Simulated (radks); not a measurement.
The zirconium ion Zr+, configuration [Kr] 4d1.75 5s1.25 (fractional occupations, a model configuration). Calculated with a radial shooting solver on a logarithmic mesh with Libxc functionals: Dirac Kohn-Sham, exchange-only LDA, spin-unpolarised, spherical densities, point nucleus; open shells fill j = l - 1/2 first.

Radial electron density D(r) = 4 pi r^2 rho(r):

```
   r/bohr * D(r) (the largest magnitude, 61.1, reaches the edge; | marks zero)
 0.004584 |        *
 0.006114 |            *
 0.008154 |                   *
  0.01088 |                           *
  0.01451 |                                   *
  0.01935 |                                          *
   0.0258 |                                             *
  0.03442 |                                          *
   0.0459 |                                      *
  0.06122 |                                      *
  0.08166 |                                              *
   0.1089 |                                                      *
   0.1464 |                                                 *
   0.1953 |                                    *
   0.2605 |                                 *
   0.3474 |                                        *
   0.4634 |                                  *
    0.618 |                 *
   0.8243 |        *
    1.099 |       *
    1.466 |     *
    1.956 |  *
    2.609 |*
    3.479 |*
     4.64 *
    6.189 *
    8.255 *
```

D(r) has 3 maxima, at r = 0.0262, 0.115, 0.367 bohr, and minima at 0.0530, 0.235 bohr, inside which lie 2.06, 11.06 electrons.
